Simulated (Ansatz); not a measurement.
One elementary step

Start structure (GaH$_{5}$O$_{3}$, singlet), relaxed at PBE0-D4/def2-TZVP:

Ga1  (0.186, -0.468, -0.288)
O2  (0.369, 0.638, -1.666)
O3  (1.565, -0.782, 0.784)
O4  (-1.351, -1.315, -0.019)
H5  (-0.617, 1.911, 0.749)
H6  (-0.757, 1.540, 1.385)
H7  (1.257, 0.993, -1.748)
H8  (1.371, -1.424, 1.470)
H9  (-2.024, -1.093, -0.666)
(Å)

The step: GaH₃O₃ ([OH][Ga]([OH])[OH]) + H₂ → GaH₃O₂ ([OH][GaH][OH]) + H₂O (still joined by a long Ga–O bond); bonds formed: Ga1–H6, O2–H5; bonds broken: H5–H6; bonds weakened to dative contacts: Ga1–O2. Program: Ansatz 0.2.0. Basis: def2-TZVPP and def2-QZVPP. Cores are frozen in the correlated methods. Filled d shells of the heavier atoms are correlated. The def2 sets are not built for correlating such inner shells, so the correlated values are less sure here. Extrapolation: Hartree–Fock as exp(−7.88 √X), correlation as X^−2.97. Energies below are by CCSD(T) at an estimated basis limit (MP2 extrapolated from triple and quadruple zeta, plus CCSD(T) − MP2 in triple zeta).

(1) What are the electronic barrier and the energy of the step, from the start structure to the end structure? (An estimate is asked for; the value comes from the calculation.)

The T1 diagnostic stays at or below 0.015.

Answers

(1) By the calculation: Barrier 26.43 kcal/mol; step energy -6.13 kcal/mol (downhill); reverse barrier, their difference, 32.57 kcal/mol. Barrier and step energy count from the start structure, the reverse barrier from the end structure.

The saddle point: One imaginary mode of 1272i cm⁻¹.
```csv
pair,start (Å),saddle (Å),end (Å)
Ga1–H6,2.78,1.83,1.56
O2–H5,2.90,1.29,0.96
Ga1–O2,1.78,1.93,2.16
H5–H6,0.75,1.01,2.97
```

Zero-point energy (harmonic, PBE0-D4): ZPE is 33.15 kcal/mol at the start and 34.12 kcal/mol at the saddle, so the barrier goes from 26.43 to 27.41 kcal/mol.

Labels in which every atom is bracketed show which atoms are joined, not bond orders.

For scale, one of the runs: CCSD(T)/def2-TZVPP, 211 basis functions, launched by `ansatz run in.yaml --threads 4 --pin off --events-out ev --progress --plain --max-ram 9574MiB`. The run took 85 s on 4 CPU threads of an Arm Neoverse V2 (shared host), with 3.2 GiB of host memory at its peak.
